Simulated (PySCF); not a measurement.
# Computed records: CH$_{4}$B$_{2}$F, C$_{2}$H$_{7}$AlB, CH$_{6}$AlBO, C$_{2}$H$_{9}$BSi and others

Computed with PySCF 2.14.0. Calculation on a computer-drawn molecule: the log of a Hartree-Fock and frozen-core CCSD(T) single point meant for a local Hartree-Fock minimum, with one planted fault or none, to be diagnosed. Offsets are logged minus clean, where the clean run is the same molecule without the fault. The reference is restricted for singlets and unrestricted otherwise, and also for a bond in bohr or an excited solution. Adding or removing an electron swaps singlet and doublet. The excited solution moves the top pair (singlet) or top alpha electron (doublet) to the lowest empty orbital. Highest occupied and lowest empty are orbital energies over both spins, largest force is the largest gradient component, triples share is (T) over the correlation energy, the T1 limit is 0.02 restricted and 0.045 unrestricted, electrons count all cores, a negative frequency is imaginary (commonest isotopes), and the dipole is about the centre of nuclear charge.

Common to all runs: logged SCF converged yes; logged CC converged yes; logged SCF stable within its kind yes; possible faults no fault, one electron removed, one electron added, multiplicity raised by two, geometry at a saddle point, SCF held on an excited solution, minimal basis STO-3G, one bond length entered in bohr, all coordinates scaled.

(1) 
```xyz
8
formula=CH4B2F meant_charge=1 meant_multiplicity=1 meant_basis=cc-pVDZ logged_electrons=28 logged_basis_functions=76 logged_spin_squared=2.0147 logged_highest_occupied=-15.236 logged_lowest_empty=-9.3985 logged_largest_force=0.064693 logged_T1_diagnostic=0.035877 logged_D1_diagnostic=0.16241 logged_triples_share=0.029684 logged_dipole_magnitude=2.4583 logged_energy_HF=-188.58579 logged_energy_CCSD(T)=-189.09932 planted_fault=multiplicity_raised_by_two HF_energy_offset_from_clean_run=101.5 CCSD(T)_energy_offset_from_clean_run=102.6
C     -2.6011    -0.6319    -0.3289
B     -1.9973     0.6396     0.3060
B     -0.3892     1.1785    -0.2038
F      0.7226     1.5575    -0.5467
H     -3.3479    -1.0882     0.3216
H     -3.1471    -0.2631    -1.2163
H     -1.8925    -1.3813    -0.6809
H     -2.4875     1.3918     1.0842
```

Units: logged_highest_occupied, logged_lowest_empty in eV; logged_largest_force in hartree/bohr; logged_dipole_magnitude in debye; logged_energy_HF, logged_energy_CCSD(T) in hartree; HF_energy_offset_from_clean_run, CCSD(T)_energy_offset_from_clean_run in kcal/mol.

Drawn bonds:
```tsv
atom	other atom	order
1	2	1
2	3	1
3	4	1
1	5	1
1	6	1
1	7	1
2	8	1
```

(2) 
```xyz
11
formula=C2H7AlB meant_charge=1 meant_multiplicity=1 meant_basis=cc-pV(D+d)Z logged_electrons=36 logged_basis_functions=100 logged_spin_squared=0 logged_highest_occupied=-16.698 logged_lowest_empty=-4.2857 logged_largest_force=0.016102 logged_T1_diagnostic=0.011163 logged_D1_diagnostic=0.028258 logged_triples_share=0.027801 logged_dipole_magnitude=6.0109 logged_energy_HF=-346.15726 logged_energy_CCSD(T)=-346.63546 planted_fault=all_coordinates_scaled,by_-2.2_% HF_energy_offset_from_clean_run=2.861 CCSD(T)_energy_offset_from_clean_run=4.702
C      0.9336     1.8287     0.2236
B      0.4830     0.8970    -0.9002
C      0.6732    -0.6560    -0.8409
Al    -0.8847    -1.6330    -0.5391
H      1.1637     1.3542     1.1520
H      0.2418     2.6266     0.3891
H      1.8354     2.3018    -0.1239
H     -0.0210     1.3211    -1.8722
H      0.9894    -1.0276    -1.8016
H      1.3762    -0.9764    -0.0961
H     -2.1272    -2.4634    -0.3090
```

Units: logged_highest_occupied, logged_lowest_empty in eV; logged_largest_force in hartree/bohr; logged_dipole_magnitude in debye; logged_energy_HF, logged_energy_CCSD(T) in hartree; HF_energy_offset_from_clean_run, CCSD(T)_energy_offset_from_clean_run in kcal/mol.

Drawn bonds:
```tsv
atom	other atom	order
1	2	1
2	3	1
3	4	1
1	5	1
1	6	1
1	7	1
2	8	1
3	9	1
3	10	1
4	11	1
```

(3) 
```xyz
10
formula=CH6AlBO meant_charge=0 meant_multiplicity=1 meant_basis=cc-pV(D+d)Z logged_electrons=38 logged_basis_functions=95 logged_spin_squared=0 logged_highest_occupied=-11.001 logged_lowest_empty=1.2436 logged_largest_force=0.049131 logged_T1_diagnostic=0.017527 logged_D1_diagnostic=0.055007 logged_triples_share=0.027693 logged_dipole_magnitude=0.90946 logged_energy_HF=-382.8668 logged_energy_CCSD(T)=-383.41927 planted_fault=all_coordinates_scaled,by_+9.5_% HF_energy_offset_from_clean_run=42.12 CCSD(T)_energy_offset_from_clean_run=31.63
C     -0.8027     0.4253    -0.7475
B      0.8774     0.8189    -0.8823
O      1.5916     0.7970    -2.1710
Al     2.5972     0.8073    -3.7177
H     -1.4020     1.3482    -0.2674
H     -0.9485    -0.4910     0.0145
H     -1.3139     0.1393    -1.7910
H      1.5587     1.1539     0.2054
H      3.3925    -0.6477    -4.1768
H      2.6734     2.2672    -4.6250
```

Units: logged_highest_occupied, logged_lowest_empty in eV; logged_largest_force in hartree/bohr; logged_dipole_magnitude in debye; logged_energy_HF, logged_energy_CCSD(T) in hartree; HF_energy_offset_from_clean_run, CCSD(T)_energy_offset_from_clean_run in kcal/mol.

Drawn bonds:
```tsv
atom	other atom	order
1	2	1
2	3	1
3	4	1
1	5	1
1	6	1
1	7	1
2	8	1
4	9	1
4	10	1
```

(4) 
```xyz
10
formula=CH6AlBO meant_charge=0 meant_multiplicity=1 meant_basis=cc-pV(D+d)Z logged_electrons=37 logged_basis_functions=95 logged_spin_squared=0.7761 logged_highest_occupied=-16.489 logged_lowest_empty=-7.8948 logged_largest_force=0.08767 logged_T1_diagnostic=0.048338 logged_D1_diagnostic=0.28643 logged_triples_share=0.027277 logged_dipole_magnitude=1.6943 logged_energy_HF=-382.57732 logged_energy_CCSD(T)=-383.09715 planted_fault=one_electron_removed HF_energy_offset_from_clean_run=223.8 CCSD(T)_energy_offset_from_clean_run=233.8
C     -0.7331     0.3884    -0.6826
B      0.8013     0.7478    -0.8058
O      1.4535     0.7279    -1.9826
Al     2.3719     0.7372    -3.3952
H     -1.2804     1.2313    -0.2442
H     -0.8662    -0.4484     0.0132
H     -1.1999     0.1272    -1.6356
H      1.4235     1.0538     0.1876
H      3.0981    -0.5915    -3.8145
H      2.4415     2.0705    -4.2237
```

Units: logged_highest_occupied, logged_lowest_empty in eV; logged_largest_force in hartree/bohr; logged_dipole_magnitude in debye; logged_energy_HF, logged_energy_CCSD(T) in hartree; HF_energy_offset_from_clean_run, CCSD(T)_energy_offset_from_clean_run in kcal/mol.

Drawn bonds:
```tsv
atom	other atom	order
1	2	1
2	3	1
3	4	1
1	5	1
1	6	1
1	7	1
2	8	1
4	9	1
4	10	1
```

Notes: T1 above single-reference limit.

(5) 
```xyz
13
formula=C2H9BSi meant_charge=0 meant_multiplicity=1 meant_basis=cc-pV(D+d)Z logged_electrons=40 logged_basis_functions=110 logged_spin_squared=0 logged_highest_occupied=-10.419 logged_lowest_empty=1.9159 logged_largest_force=0.018379 logged_T1_diagnostic=0.010186 logged_D1_diagnostic=0.029582 logged_triples_share=0.027117 logged_dipole_magnitude=0.69362 logged_energy_HF=-394.58202 logged_energy_CCSD(T)=-395.14738 planted_fault=all_coordinates_scaled,by_+2.6_% HF_energy_offset_from_clean_run=4.328 CCSD(T)_energy_offset_from_clean_run=1.811
C     -0.5611    -0.8548    -0.8429
B      0.5034     0.1430    -0.1447
Si     0.7452     2.1501    -0.7178
C      2.4618     2.9153    -0.2470
H     -1.0346    -1.5688    -0.1184
H      0.0480    -1.4915    -1.5516
H     -1.3583    -0.3580    -1.4535
H      1.2126    -0.3224     0.7572
H      0.5210     2.3038    -2.2224
H     -0.3649     2.9467    -0.0263
H      2.6355     2.8504     0.8596
H      2.5202     3.9945    -0.5461
H      3.2982     2.3692    -0.7584
```

Units: logged_highest_occupied, logged_lowest_empty in eV; logged_largest_force in hartree/bohr; logged_dipole_magnitude in debye; logged_energy_HF, logged_energy_CCSD(T) in hartree; HF_energy_offset_from_clean_run, CCSD(T)_energy_offset_from_clean_run in kcal/mol.

Drawn bonds:
```tsv
atom	other atom	order
1	2	1
2	3	1
3	4	1
1	5	1
1	6	1
1	7	1
2	8	1
3	9	1
3	10	1
4	11	1
4	12	1
4	13	1
```

(6) 
```xyz
12
formula=CH8BNSi meant_charge=0 meant_multiplicity=1 meant_basis=cc-pV(D+d)Z logged_electrons=40 logged_basis_functions=105 logged_spin_squared=2.0118 logged_highest_occupied=-6.8567 logged_lowest_empty=-0.89904 logged_largest_force=0.051168 logged_T1_diagnostic=0.020193 logged_D1_diagnostic=0.12253 logged_triples_share=0.026856 logged_dipole_magnitude=2.6579 logged_energy_HF=-410.4787 logged_energy_CCSD(T)=-411.04903 planted_fault=multiplicity_raised_by_two HF_energy_offset_from_clean_run=80.26 CCSD(T)_energy_offset_from_clean_run=83.75
C     -2.0817    -2.1622    -0.2749
B     -0.9299    -1.1513     0.0942
Si    -1.2195     0.8532     0.3369
N     -0.0754     1.5017     1.4665
H     -1.7526    -2.9628    -0.9432
H     -2.9939    -1.7100    -0.6697
H     -2.3519    -2.6525     0.6743
H      0.1785    -1.6043     0.2475
H     -2.5750     1.1696     0.8568
H     -1.1582     1.4645    -1.0285
H     -0.1395     2.4718     1.7161
H      0.8898     1.2498     1.3545
```

Units: logged_highest_occupied, logged_lowest_empty in eV; logged_largest_force in hartree/bohr; logged_dipole_magnitude in debye; logged_energy_HF, logged_energy_CCSD(T) in hartree; HF_energy_offset_from_clean_run, CCSD(T)_energy_offset_from_clean_run in kcal/mol.

Drawn bonds:
```tsv
atom	other atom	order
1	2	1
2	3	1
3	4	1
1	5	1
1	6	1
1	7	1
2	8	1
3	9	1
3	10	1
4	11	1
4	12	1
```

(7) 
```xyz
12
formula=CH8BNSi meant_charge=0 meant_multiplicity=1 meant_basis=cc-pV(D+d)Z logged_electrons=40 logged_basis_functions=105 logged_spin_squared=0 logged_highest_occupied=-10.216 logged_lowest_empty=2.1464 logged_largest_force=1.652e-05 logged_lowest_frequency=51.946 logged_T1_diagnostic=0.010412 logged_D1_diagnostic=0.030065 logged_triples_share=0.025246 logged_dipole_magnitude=0.75016 logged_energy_HF=-410.6066 logged_energy_CCSD(T)=-411.18249 planted_fault=no_fault HF_energy_offset_from_clean_run=0 CCSD(T)_energy_offset_from_clean_run=0
C     -2.0817    -2.1622    -0.2749
B     -0.9299    -1.1513     0.0942
Si    -1.2195     0.8532     0.3369
N     -0.0754     1.5017     1.4665
H     -1.7526    -2.9628    -0.9432
H     -2.9939    -1.7100    -0.6697
H     -2.3519    -2.6525     0.6743
H      0.1785    -1.6043     0.2475
H     -2.5750     1.1696     0.8568
H     -1.1582     1.4645    -1.0285
H     -0.1395     2.4718     1.7161
H      0.8898     1.2498     1.3545
```

Units: logged_highest_occupied, logged_lowest_empty in eV; logged_largest_force in hartree/bohr; logged_lowest_frequency in cm⁻¹; logged_dipole_magnitude in debye; logged_energy_HF, logged_energy_CCSD(T) in hartree; HF_energy_offset_from_clean_run, CCSD(T)_energy_offset_from_clean_run in kcal/mol.

Drawn bonds:
```tsv
atom	other atom	order
1	2	1
2	3	1
3	4	1
1	5	1
1	6	1
1	7	1
2	8	1
3	9	1
3	10	1
4	11	1
4	12	1
```

(8) 
```xyz
10
formula=CH6BOSi meant_charge=0 meant_multiplicity=2 meant_basis=cc-pV(D+d)Z logged_electrons=40 logged_basis_functions=95 logged_spin_squared=0 logged_highest_occupied=-0.2345 logged_lowest_empty=9.0574 logged_largest_force=0.050846 logged_T1_diagnostic=0.014457 logged_D1_diagnostic=0.054149 logged_triples_share=0.029944 logged_dipole_magnitude=1.1084 logged_energy_HF=-429.82394 logged_energy_CCSD(T)=-430.42761 planted_fault=one_electron_added HF_energy_offset_from_clean_run=12.22 CCSD(T)_energy_offset_from_clean_run=-11.1
C      0.0985    -1.1520    -2.1147
B      0.5671    -1.8425    -0.7645
Si     1.4319    -3.5624    -0.6986
O      1.9424    -4.3340     0.6610
H     -0.9785    -0.9525    -2.0732
H      0.2994    -1.7252    -3.0230
H      0.5852    -0.1752    -2.2180
H      0.3842    -1.2822     0.2871
H      1.7717    -4.4505    -1.8213
H      1.8066    -3.9086     1.4954
```

Units: logged_highest_occupied, logged_lowest_empty in eV; logged_largest_force in hartree/bohr; logged_dipole_magnitude in debye; logged_energy_HF, logged_energy_CCSD(T) in hartree; HF_energy_offset_from_clean_run, CCSD(T)_energy_offset_from_clean_run in kcal/mol.

Drawn bonds:
```tsv
atom	other atom	order
1	2	1
2	3	1
3	4	1
1	5	1
1	6	1
1	7	1
2	8	1
3	9	1
4	10	1
```

(9) 
```xyz
10
formula=CH6BOSi meant_charge=0 meant_multiplicity=2 meant_basis=cc-pV(D+d)Z logged_electrons=39 logged_basis_functions=95 logged_spin_squared=3.7669 logged_highest_occupied=-4.7201 logged_lowest_empty=-2.0734 logged_largest_force=0.10058 logged_T1_diagnostic=0.020527 logged_D1_diagnostic=0.11094 logged_triples_share=0.028065 logged_dipole_magnitude=0.68761 logged_energy_HF=-429.62802 logged_energy_CCSD(T)=-430.19114 planted_fault=multiplicity_raised_by_two HF_energy_offset_from_clean_run=135.2 CCSD(T)_energy_offset_from_clean_run=137.3
C      0.0985    -1.1520    -2.1147
B      0.5671    -1.8425    -0.7645
Si     1.4319    -3.5624    -0.6986
O      1.9424    -4.3340     0.6610
H     -0.9785    -0.9525    -2.0732
H      0.2994    -1.7252    -3.0230
H      0.5852    -0.1752    -2.2180
H      0.3842    -1.2822     0.2871
H      1.7717    -4.4505    -1.8213
H      1.8066    -3.9086     1.4954
```

Units: logged_highest_occupied, logged_lowest_empty in eV; logged_largest_force in hartree/bohr; logged_dipole_magnitude in debye; logged_energy_HF, logged_energy_CCSD(T) in hartree; HF_energy_offset_from_clean_run, CCSD(T)_energy_offset_from_clean_run in kcal/mol.

Drawn bonds:
```tsv
atom	other atom	order
1	2	1
2	3	1
3	4	1
1	5	1
1	6	1
1	7	1
2	8	1
3	9	1
4	10	1
```

(10) 
```xyz
8
formula=CH4BClSi meant_charge=0 meant_multiplicity=1 meant_basis=cc-pV(D+d)Z logged_electrons=46 logged_basis_functions=32 logged_spin_squared=0 logged_highest_occupied=-6.5193 logged_lowest_empty=4.9665 logged_largest_force=0.024983 logged_T1_diagnostic=0.010225 logged_D1_diagnostic=0.031217 logged_triples_share=0.013568 logged_dipole_magnitude=3.4343 logged_energy_HF=-804.29071 logged_energy_CCSD(T)=-804.45045 planted_fault=minimal_basis_STO-3G HF_energy_offset_from_clean_run=5659 CCSD(T)_energy_offset_from_clean_run=5880
C     -2.1191     0.1527     1.8279
B     -1.2012    -0.0669     0.5622
Si     0.7293    -0.7605     0.6232
Cl     1.4863     1.2290     0.7114
H     -2.7203     1.0623     1.7491
H     -1.6060     0.1465     2.7917
H     -2.8337    -0.6847     1.8313
H     -1.6670     0.1727    -0.5256
```

Units: logged_highest_occupied, logged_lowest_empty in eV; logged_largest_force in hartree/bohr; logged_dipole_magnitude in debye; logged_energy_HF, logged_energy_CCSD(T) in hartree; HF_energy_offset_from_clean_run, CCSD(T)_energy_offset_from_clean_run in kcal/mol.

Drawn bonds:
```tsv
atom	other atom	order
1	2	1
2	3	1
3	4	1
1	5	1
1	6	1
1	7	1
2	8	1
```
